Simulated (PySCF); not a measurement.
## From computed data to an observable: refractive index and permittivity of the vapour

4-fluoro-1,3-thiazole (C3H2FNS), SMILES Fc1cscn1.

Geometry optimised at r2SCAN-D4/def2-SVP.

M06-2X/def2-TZVP in PySCF gives a mean static polarisability of 54.4 bohr³ and a dipole moment of 2.66 D. Take an ideal gas at 298.15 K and 1 bar, whether or not the substance is that volatile.

Work out n − 1 in the optical limit and the static ε − 1.


Polarisability volume α' = 54.4 × 0.148185 = 8.06 Å³. Number density N = p/kT = 2.43e-5 Å⁻³.
Dilute limit of Lorentz–Lorenz: n − 1 = 2π N α' = 0.0012.
Orientation term of Debye: μ²/(3kT) = 8.098 Å³ × μ²(D²) = 57.30 Å³.
ε − 1 = 4π N (α' + μ²/3kT) = 0.020. Orientation of the dipole supplies 88 % of the static response; it can't follow optical fields. Vibrational polarisation and dispersion are left out.
